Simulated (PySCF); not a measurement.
C6H11O2 (doublet state).
Geometry (GFN2-xTB, Å), atoms numbered from 1 in this order:
```
atom  x, y, z in Å
C1    -1.4625   -1.3197    0.2098
C2    -0.9286   -0.2187    1.1456
C3    -0.1835    0.8384    0.4157
C4    -0.9007    1.7683   -0.4916
C5     1.2936    0.8116    0.3768
O6     1.7817   -0.0983   -0.6691
C7     2.2194   -1.2771   -0.2957
O8     2.3118   -1.7085    0.8169
H9    -2.0342   -2.0469    0.7811
H10   -2.1049   -0.8927   -0.5561
H11   -0.6366   -1.8339   -0.2752
H12   -1.7873    0.2276    1.6584
H13   -0.2817   -0.6822    1.8924
H14   -0.7466    1.4931   -1.5406
H15   -1.9689    1.7618   -0.2904
H16   -0.5238    2.7871   -0.3797
H17    1.7115    1.7832    0.1027
H18    1.7197    0.4597    1.3221
H19    2.5117   -1.8437   -1.2001
```

The hyperfine couplings belong to this conformer and change with its torsions.

As a line formula: `CC[C](C)COC=O` [radical].

Method used: UKS B3LYP, pcH-1 on C H O, non-relativistic, mean-field spin-orbit, GIAO in PySCF. Isolated species at its GFN2-xTB geometry (one conformer only). A GFN2-xTB geometry isn't a minimum of the functional, and hyperfine couplings can be far from their values at a DFT geometry. No stability test was run, so a lower SCF solution isn't excluded.

(1) Match the computed a_iso(17O) values -51.0, -0.6 MHz with the sites O6; O8.

(2) Match the computed a_iso(1H) values +69.1, +36.9, +18.2, +14.0, +0.7 MHz (means over equivalent nuclei) with the sites H9/H10/H11; H12/H13; H14/H15/H16; H17/H18; H19.

Results:

(1) 
| site | a_iso (MHz) | ρ(0) (bohr⁻³) | position | distance from C3 (Å) | spin population | largest \|T\| (MHz) |
| --- | --- | --- | --- | --- | --- | --- |
| O6 | -51.0 | +0.0841 | 2 bonds from C3 | 2.43 | +0.04 | 20.1 |
| O8 | -0.6 | +0.0010 | 4 bonds from C3 | 3.59 | +0.01 | 3.2 |

(2) 
```csv
site,a_iso (MHz),ρ(0) (bohr⁻³),position,distance from C3 (Å),bound to,spin population there,largest |T| (MHz)
H9/H10/H11,+0.7,+0.0001,"γ, 3 bonds from C3",3.00,C1,+0.04,6.0
H12/H13,+36.9,+0.0083,"β, 2 bonds from C3",2.12,C2,-0.07,9.0
H14/H15/H16,+69.1,+0.0155,"β, 2 bonds from C3",2.13,C4,-0.08,8.5
H17/H18,+18.2,+0.0041,"β, 2 bonds from C3",2.14,C5,-0.04,9.5
H19,+14.0,+0.0031,4 bonds from C3,4.13,C7,0.00,2.5
```

ρ(0) is the spin density at the nucleus and T the dipolar tensor; entries for several nuclei are means. The largest Mulliken spin populations are on C3 (+0.95), C4 (-0.08) and C2 (-0.07). C3 is the only atom above +0.15. The positive populations add up to 1.19 and the negative ones to -0.19, together 2S = 1. The angles at C3 add up to 358.9°, so it is planar.

Nuclei that the bonding pattern makes equivalent are averaged, as if the motion that swaps them (rotation, inversion, ring flip) were fast. The three 1H nuclei of mean +69.1 MHz run from 7.1 to 126.7 MHz in the frozen geometry. The three 1H nuclei of mean +0.7 MHz run from -4.1 to 9.8 MHz in the frozen geometry. The 1H value of +36.9 MHz is a mean of couplings from 9.7 to 64.1 MHz in this one geometry, not an average over conformers. The 1H value of +18.2 MHz is a mean of couplings from 11.8 to 24.6 MHz in this one geometry, not an average over conformers.
